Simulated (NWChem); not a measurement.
System: CH$_{3}$BeClO; SMILES C[O][Be][Cl]

Input file for NWChem:

```
start job
memory heap 200 mb stack 900 mb global 1100 mb
geometry units angstroms noautoz
  Be     0.005535    -0.185261     0.002951
  Cl     0.003838    -2.008351     0.005853
  O      0.007882     1.195399     0.001120
  C     -0.013526     2.584015    -0.003482
  H      0.708610     2.983284     0.720232
  H      0.244526     2.970852    -0.997710
  H     -1.011185     2.955731     0.263366
end
basis spherical
  * library 6-31+g*
end
dft
  xc xtpss03 ctpss03
  iterations 150
  mulliken
end
task dft energy
```

Excerpt of the output:

```
             Northwest Computational Chemistry Package (NWChem) 7.3.0
             --------------------------------------------------------

 C1  symmetry detected

                             Geometry "geometry" -> ""
                             -------------------------

 Output coordinates in angstroms (scale by  1.889725989 to convert to a.u.)

  No.       Tag          Charge          X              Y              Z
 ---- ---------------- ---------- -------------- -------------- --------------
    1 Be                   4.0000     0.00484337    -0.16143642     0.00008238
    2 Cl                  17.0000    -0.00152765    -1.98451838    -0.00005411
    3 O                    8.0000     0.01075194     1.21921409     0.00048176
    4 C                    6.0000    -0.00720407     2.60788642    -0.00030587
    5 H                    1.0000     0.76208121     3.00393842     0.67497264
    6 H                    1.0000     0.18585553     2.99594877    -1.00869994
    7 H                    1.0000    -0.98413125     2.98163974     0.33229880

 Effective nuclear repulsion energy (a.u.)     112.0816474699

                                 NWChem DFT Module
                                 -----------------

 Summary of "ao basis" -> "ao basis" (spherical)
 ------------------------------------------------------------------------------
       Tag                 Description            Shells   Functions and Types
 ---------------- ------------------------------  ------  ---------------------
 Be                         6-31+g*                  8       18   4s3p1d
 Cl                         6-31+g*                 10       22   5s4p1d
 O                          6-31+g*                  8       18   4s3p1d
 C                          6-31+g*                  8       18   4s3p1d
 H                          6-31+g*                  2        2   2s

            General Information
            -------------------
          SCF calculation type: DFT
          Wavefunction type:  closed shell.
          No. of atoms     :     7
          No. of electrons :    38
           Alpha electrons :    19
            Beta electrons :    19
          Charge           :     0
          Spin multiplicity:     1
          Use of symmetry is: off; symmetry adaption is: off
          Maximum number of iterations: 150
          AO basis - number of functions:    82
                     number of shells:    40
          Convergence on energy requested:  1.00D-06
          Convergence on density requested:  1.00D-05
          Convergence on gradient requested:  5.00D-04

              XC Information
              --------------
                  TPSS metaGGA Exchange Functional  1.000
             TPSS03 metaGGA Correlation Functional  1.000

             Grid Information
             ----------------
          Grid used for XC integration:  medium
          Radial quadrature: Mura-Knowles
          Angular quadrature: Lebedev.
          Tag              B.-S. Rad. Rad. Pts. Rad. Cut. Ang. Pts.
          ---              ---------- --------- --------- ---------
          Be                  1.05       49          13.0       434
          Cl                  1.00       88          15.0       590
          O                   0.60       49          12.0       434
          C                   0.70       49          14.0       434
          H                   0.35       45          14.0       434
          Grid pruning is: on
          Number of quadrature shells:   370
          Spatial weights used:  Erf1

      Superposition of Atomic Density Guess
      -------------------------------------

 Sum of atomic energies:        -587.93577130

      Non-variational initial energy
      ------------------------------

 Total energy =    -589.301990
 1-e energy   =   -1030.873211
 2-e energy   =     329.489574
 HOMO         =      -0.402038
 LUMO         =      -0.033558

     ---------------------------------------------
      Total Density - Mulliken Population Analysis
     ---------------------------------------------

    Atom       Charge   Shell Charges
 -----------   ------   -------------------------------------------------------
    1 Be   4     3.68   2.00  0.43  0.59  0.28  0.27  0.01  0.01  0.11
    2 Cl  17    17.36   2.00  2.00  5.98  1.37  3.72  0.54  1.70 -0.01  0.05  0.01
    3 O    8     8.32   2.00  0.91  3.23  0.84  1.72 -0.47  0.08  0.01
    4 C    6     6.36   2.00  0.70  1.85  0.64  1.00  0.04  0.08  0.06
    5 H    1     0.76   0.48  0.28
    6 H    1     0.76   0.48  0.28
    7 H    1     0.76   0.48  0.28

   convergence    iter        energy       DeltaE   RMS-Dens  Diis-err
 ---------------- ----- ----------------- --------- --------- ---------
 d= 0,ls=0.0,diis     1   -590.1497988357 -7.02D+02  1.96D-02  6.34D-01
 d= 0,ls=0.0,diis     2   -589.9854561716  1.64D-01  1.03D-02  2.45D+00
 d= 0,ls=0.0,diis     3   -590.2244119185 -2.39D-01  3.18D-03  4.99D-02
 d= 0,ls=0.0,diis     4   -590.2281146328 -3.70D-03  1.70D-03  1.43D-02
 d= 0,ls=0.0,diis     5   -590.2302050548 -2.09D-03  1.68D-04  6.70D-05
  Resetting Diis
 d= 0,ls=0.0,diis     6   -590.2302145264 -9.47D-06  5.14D-05  9.11D-06
 d= 0,ls=0.0,diis     7   -590.2302157688 -1.24D-06  1.87D-05  4.26D-07
 d= 0,ls=0.0,diis     8   -590.2302156723  9.64D-08  9.80D-06  1.31D-06

         Total DFT energy =     -590.230215672343
      One electron energy =    -1034.602154731380
           Coulomb energy =      378.687600848726
    Exchange-Corr. energy =      -46.397309259577
 Nuclear repulsion energy =      112.081647469889

 Numeric. integr. density =       38.000004601661

                       DFT Final Molecular Orbital Analysis
                       ------------------------------------

 Vector   17  Occ=2.000000D+00  E=-2.936800D-01
              MO Center= -1.5D-02, -1.3D+00,  3.2D-03, r^2= 3.0D+00
   Bfn.  Coefficient  Atom+Function         Bfn.  Coefficient  Atom+Function
  ----- ------------  ---------------      ----- ------------  ---------------
    25      0.590798  2 Cl px                29      0.294376  2 Cl px
    27     -0.242487  2 Cl pz                21     -0.232104  2 Cl px
    43      0.173540  3 O  px                 3      0.147906  1 Be px
    31     -0.120827  2 Cl pz                47      0.119984  3 O  px
    23      0.095265  2 Cl pz                61     -0.086674  4 C  px

 Vector   18  Occ=2.000000D+00  E=-2.640438D-01
              MO Center= -6.6D-02,  9.9D-01,  1.1D-02, r^2= 3.3D+00
   Bfn.  Coefficient  Atom+Function         Bfn.  Coefficient  Atom+Function
  ----- ------------  ---------------      ----- ------------  ---------------
    43      0.468208  3 O  px                47      0.316004  3 O  px
    25     -0.281658  2 Cl px                45     -0.206593  3 O  pz
    82      0.182988  7 H  s                 61     -0.166115  4 C  px
    81      0.160606  7 H  s                 29     -0.146246  2 Cl px
    49     -0.139439  3 O  pz                27      0.124274  2 Cl pz

 Vector   19  Occ=2.000000D+00  E=-2.640380D-01
              MO Center=  7.4D-02,  1.0D+00, -1.1D-02, r^2= 3.3D+00
   Bfn.  Coefficient  Atom+Function         Bfn.  Coefficient  Atom+Function
  ----- ------------  ---------------      ----- ------------  ---------------
    45      0.468156  3 O  pz                49      0.315951  3 O  pz
    27     -0.281732  2 Cl pz                43      0.206540  3 O  px
    63     -0.166169  4 C  pz                78     -0.166678  5 H  s
    80      0.150868  6 H  s                 31     -0.146316  2 Cl pz
    77     -0.145804  5 H  s                 47      0.139386  3 O  px

 Vector   20  Occ=0.000000D+00  E=-2.998201D-02
              MO Center= -6.1D-03,  3.5D-02, -1.0D-03, r^2= 9.7D+00
   Bfn.  Coefficient  Atom+Function         Bfn.  Coefficient  Atom+Function
  ----- ------------  ---------------      ----- ------------  ---------------
    10      0.977778  1 Be s                 46     -0.305589  3 O  s
    28     -0.296125  2 Cl s                  8     -0.226004  1 Be py
    66     -0.202750  4 C  py                52     -0.198156  3 O  py
    24     -0.181960  2 Cl s                 32     -0.167262  2 Cl s
    26     -0.161698  2 Cl py                30     -0.160449  2 Cl py

 Vector   21  Occ=0.000000D+00  E=-1.072397D-03
              MO Center= -6.3D-02,  2.6D+00, -2.2D-03, r^2= 1.5D+01
   Bfn.  Coefficient  Atom+Function         Bfn.  Coefficient  Atom+Function
  ----- ------------  ---------------      ----- ------------  ---------------
    12      1.055551  1 Be py                50      0.946873  3 O  s
     6     -0.806967  1 Be s                 70      0.715024  4 C  py
    64     -0.578993  4 C  s                 10      0.451622  1 Be s
    68     -0.432916  4 C  s                 52     -0.352023  3 O  py
     8     -0.264333  1 Be py                34     -0.165728  2 Cl py

 Vector   22  Occ=0.000000D+00  E= 3.131324D-03
              MO Center=  2.1D-02,  3.9D-01, -3.9D-02, r^2= 1.2D+01
   Bfn.  Coefficient  Atom+Function         Bfn.  Coefficient  Atom+Function
  ----- ------------  ---------------      ----- ------------  ---------------
    11      0.576535  1 Be px                13     -0.430582  1 Be pz
     7      0.345606  1 Be px                 9     -0.258152  1 Be pz
     3      0.222451  1 Be px                51     -0.191655  3 O  px
    69      0.189020  4 C  px                 5     -0.166120  1 Be pz
    33     -0.159903  2 Cl px                25     -0.159031  2 Cl px

     ---------------------------------------------
      Total Density - Mulliken Population Analysis
     ---------------------------------------------

    Atom       Charge   Shell Charges
 -----------   ------   -------------------------------------------------------
    1 Be   4     4.10   2.00  0.40  1.00  0.24  0.31 -0.00  0.01  0.13
    2 Cl  17    17.26   2.00  2.00  5.97  1.39  3.67  0.56  1.58 -0.00  0.09  0.01
    3 O    8     7.86   2.00  0.88  2.98  0.87  1.53 -0.53  0.12  0.01
    4 C    6     6.37   2.00  0.67  2.06  0.65  0.82  0.06  0.05  0.07
    5 H    1     0.80   0.54  0.26
    6 H    1     0.80   0.54  0.26
    7 H    1     0.80   0.54  0.26

     -------------------------------------------
      Total Density - Lowdin Population Analysis
     -------------------------------------------

    Atom       Charge   Shell Charges
 -----------   ------   -------------------------------------------------------
    1 Be   4     4.04   1.95  0.28  0.87  0.14  0.38  0.02  0.04  0.36
    2 Cl  17    16.98   2.00  1.99  5.91  1.09  3.30  0.54  1.78  0.10  0.27  0.01
    3 O    8     8.29   1.99  0.76  2.77  0.51  1.72  0.12  0.40  0.03
    4 C    6     6.23   1.99  0.52  1.85  0.37  1.17  0.07  0.13  0.13
    5 H    1     0.82   0.50  0.32
    6 H    1     0.82   0.50  0.32
    7 H    1     0.82   0.50  0.32

     Multipole analysis of the density
     ---------------------------------

     L   x y z        total         alpha         beta         nuclear
     -   - - -        -----         -----         ----         -------
     0   0 0 0     -0.000000    -19.000000    -19.000000     38.000000

     1   1 0 0     -0.007303     -0.003652     -0.003652      0.000000
     1   0 1 0      1.095428      0.547714      0.547714     -0.000000
     1   0 0 1     -0.000488     -0.000244     -0.000244      0.000000

     2   2 0 0    -22.013663    -13.837247    -13.837247      5.660830
     2   1 1 0     -0.039228      0.065571      0.065571     -0.170371
     2   1 0 1     -0.000472     -0.000135     -0.000135     -0.000202
     2   0 2 0    -22.384774   -273.028885   -273.028885    523.672996
     2   0 1 1     -0.001843      0.002572      0.002572     -0.006987
     2   0 0 2    -22.014092    -13.834416    -13.834416      5.654740
```

Level: TPSS/6-31+G* (spherical d). Structure relaxed at the B3LYP/6-31G* (spherical d) level.
